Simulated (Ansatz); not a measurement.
Consider the cleavage of the B–Si bond: `O[SiH2]B(F)Cl` + H₂S → `FB(S)Cl` + silanol.

Calculated with Ansatz (gas phase, PBE0-D4/def2-TZVP geometries, no zero-point term in ΔE). CCSD(T)/CBS is the MP2 limit (def2-TZVPP, def2-QZVPP) plus CCSD(T) − MP2 in def2-TZVPP, frozen cores. This one scheme is used for every species. DFT in def2-TZVPP. One conformer a species, not always the lowest.

| species | revPBE energy (Eh) |
| --- | --- |
| `O[SiH2]B(F)Cl` | -951.44193 |
| H₂S | -399.33360 |
| `FB(S)Cl` | -983.69851 |
| `O[SiH3]` | -367.10867 |

Question: Work out ΔE.

Answer: ΔE = (-983.69851) + (-367.10867) − (-951.44193) − (-399.33360) = -0.03165 Eh = -0.86 eV. CCSD(T)/CBS gives -0.89 eV.

Question: What do rigid-rotor, harmonic-oscillator terms from PBE0-D4/def2-TZVP frequencies (298.15 K, 1 bar) make of the CCSD(T)/CBS value? (Best estimate.)

Answer: Computed: ΔZPE = +0.06 eV, ΔH = -0.87 eV, ΔS = -6 J/(mol·K), ΔG = -0.85 eV. Modes under 50 cm⁻¹ make the entropy rough.

Largest T1 diagnostic among the species: 0.013.

Leaving LDA and LC-ωPBE aside and taking each functional with its dispersion term where it has one, the values, not all of them listed here, spread over 0.10 eV, from B97M-V to PBE-D4. From BLYP to BHLYP (50 % exact exchange), in def2-TZVPP and without D4, ΔE moves by −0.05 eV. At CCSD(T), def2-SVP lies −0.13 eV from the extrapolated value and def2-TZVPP −0.02 eV.
